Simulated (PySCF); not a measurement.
All of these have the formula C7H9NO. Theory: PySCF 2.14.0, density-fitted response routines, TDDFT PBE0/def2-SVPD, vertical, gas phase, core orbitals frozen in the response. Geometries: GFN2-xTB; one conformer of each isolated species. Triplets are in the Tamm–Dancoff approximation.

A. `[H]/N=C/[C@H]1CC=CC(=O)C1`
B. `N#C[C@@H]1CC[C@@H]2[C@H](C1)O2`
C. `CC#C[C@H]1CNC(=O)C1`

Lowest singlet levels (six at most, fewer where fewer were computed) with oscillator strengths:

1. 166 nm (f 0.009); 161 nm (f 0.005); 160 nm (f 0.006); 157 nm (f 0.003); 154 nm (f 0.004); 153 nm (f 0.002); T1 6.46 eV
2. 217 nm (f 0.000); 192 nm (f 0.007); 186 nm (f 0.006); 184 nm (f 0.002); 183 nm (f 0.003); 181 nm (f 0.006); T1 5.24 eV
3. 341 nm (f 0.000); 255 nm (f 0.011); 241 nm (f 0.002); 209 nm (f 0.003); 207 nm (f 0.244); 197 nm (f 0.009); T1 3.12 eV

Question: Which spectrum belongs to which structure?

Answer: 1 = B, 2 = C, 3 = A.
- A: S1 at 3.63 eV, HOMO→LUMO (97%); Löwdin shares by element: HOMO oxygen 59%, carbon 30% or more; LUMO carbon 61% or more, oxygen 22% (atoms not listed hold the other 18%); HOMO -7.32 and LUMO -1.75 eV.
- B: S1 at 7.46 eV, HOMO→LUMO (96%); Löwdin shares by element: HOMO oxygen 63%, carbon 20% or more (atoms not listed hold the other 18%); LUMO carbon 24% or more, hydrogen 17% or more, nitrogen 8% (atoms not listed hold the other 50%); HOMO -8.14 and LUMO 0.32 eV.
- C: S1 at 5.72 eV, HOMO→LUMO+1 (79%), HOMO-3→LUMO+1 (13%); Löwdin shares by element: HOMO oxygen 47%, carbon 30% or more (atoms not listed hold the other 22%); LUMO carbon 44% or more (atoms not listed hold the other 55%); HOMO -7.12 and LUMO 0.41 eV.
